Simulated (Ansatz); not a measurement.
Input file for ClFHISi (`F[SiH](Cl)I`):

```yaml
crystal:
  periodic: [false, false, false]
  atoms:
    - {symbol: F, position_ang: [0.628670, 0.411169, -1.476492]}
    - {symbol: Si, position_ang: [0.076701, 0.132949, -0.017573]}
    - {symbol: Cl, position_ang: [1.476709, -0.929702, 0.994239]}
    - {symbol: I, position_ang: [-1.981686, -1.108846, -0.196215]}
    - {symbol: H, position_ang: [-0.150494, 1.420829, 0.654741]}
basis:
  gaussian: {orbitals: def2-TZVPP}
correlation: {method: ccsd_t}
output: {orbitals: {seedname: orbitals}}
```

```sh
$ ansatz run in.yaml --threads 2 --pin off --events-out ev --progress --plain
```

Output of Ansatz, abridged:

```
Functional definition: HF
1259 factors; integrals over basis functions are off by at most 6.7e-4 eV
mean field evaluation 1: about -31164.4902 eV, gradient 2.9e1 eV
mean field evaluation 2: about -31164.6563 eV, gradient 3.0e1 eV
mean field evaluation 4: about -31166.4972 eV, gradient 2.3e0 eV
mean field evaluation 8: about -31166.5318 eV, gradient 2.4e-1 eV
mean field -31166.53216613 eV, -1145.3489316710 hartree, gradient 3.8e-6 eV, S^2 0.000000; 0 other end points of the search recorded, 0 dependent functions left out
15 core orbitals not correlated: weight in the atoms' cores, before any rotation towards them, 1.000 or more for the frozen orbitals, at most 0.000 for the correlated occupied ones
reference -31166.53216613 eV, -1145.3489316710 hartree; 18, 18 occupied and 146, 146 virtual orbitals, 1259 factors
second order -28.54411249 eV of doubles, -0.00000000 eV of singles
cycle   1  -27.66823107 eV  change    8.8e-1 eV  update   1.0e-1
cycle   2  -28.27773649 eV  change   -6.1e-1 eV  update   2.8e-2
cycle   3  -28.38050177 eV  change   -1.0e-1 eV  update   1.3e-2
cycle   4  -28.35613360 eV  change    2.4e-2 eV  update   2.9e-3
cycle   5  -28.35429184 eV  change    1.8e-3 eV  update   1.3e-3
cycle   6  -28.35529677 eV  change   -1.0e-3 eV  update   3.9e-4
cycle   7  -28.35500897 eV  change    2.9e-4 eV  update   1.4e-4
cycle   8  -28.35490142 eV  change    1.1e-4 eV  update   3.8e-5
cycle   9  -28.35492695 eV  change   -2.6e-5 eV  update   1.5e-5
perturbative correction -0.84377917 eV, -0.0310083124 hartree
Total energy: -31195.73087225 eV, -1146.4219643293 hartree
```

Hardware: 2 threads of a server CPU on a shared host. Wall time 100 s, peak host memory 1.9 GiB.

The correlation energy is -29.199 eV, 2.9 % of it from (T); the T1 diagnostic reads 0.0095.
